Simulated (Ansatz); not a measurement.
`C[SiH2]SCF` and `FCS` differ in one atom or group.

Ansatz, PBE0-D4/def2-TZVP geometries, multiplicity 1. Each molecule was computed in one conformer, which needn't be the lowest.

| property | `C[SiH2]SCF` |
| --- | --- |
| size of the dipole moment (ωB97M-V/def2-TZVPP) / D | 1.07 |
| HOMO energy (PBE0/def2-TZVPP) / eV | -7.37 |
| HOMO–LUMO gap (ωB97M-V/def2-TZVPP) / eV | 11.74 |
| LUMO energy (PBE/def2-TZVPP) / eV | -0.54 |
| HOMO energy (ωB97M-V/def2-TZVPP) / eV | -9.56 |
| HOMO–LUMO gap (B3LYP/def2-TZVPP) / eV | 7.28 |

Task: What does the change do to each property? (Best estimate.)

Result: Computed: 
```tsv
property	`FCS`	shift
size of the dipole moment (ωB97M-V/def2-TZVPP) / D	1.58	0.51
HOMO energy (PBE0/def2-TZVPP) / eV	-7.57	-0.20
HOMO–LUMO gap (ωB97M-V/def2-TZVPP) / eV	11.86	0.12
LUMO energy (PBE/def2-TZVPP) / eV	-0.72	-0.18
HOMO energy (ωB97M-V/def2-TZVPP) / eV	-9.82	-0.26
HOMO–LUMO gap (B3LYP/def2-TZVPP) / eV	7.24	-0.04
```

Dipoles are sizes alone; their direction can turn.

B3LYP here is the variant with VWN-RPA as its local correlation; programs differ in this.
